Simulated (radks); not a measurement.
Question: All-electron atom: Ne3+ in [He] 2s2 2p3 (the NIST ground configuration). Method: non-relativistic Kohn-Sham, PBE, spin-polarised, spherical densities, point nucleus; open shells are filled with parallel spins first; computed with a radial shooting solver on a logarithmic mesh with Libxc functionals. Some entries of the table are withheld. Estimate them.

orbital,occ.,eigenvalue (eV),r(max) (bohr),<r> (bohr)
1s up,1,-913.8895,0.1029,0.1583
1s down,1,-910.3347,0.1028,0.1577
2s up,1,(1),(2),0.7898
2s down,1,(3),(4),0.8101
2p up,3,-83.7437,(5),0.7443
2p down,0,-74.9265,(6),0.7748

Answer: 
(1) 2s up eigenvalue (eV): -106.1366
(2) 2s up r(max) (bohr): 0.6433
(3) 2s down eigenvalue (eV): -97.7497
(4) 2s down r(max) (bohr): 0.6525
(5) 2p up r(max) (bohr): 0.5556
(6) 2p down r(max) (bohr): 0.5694
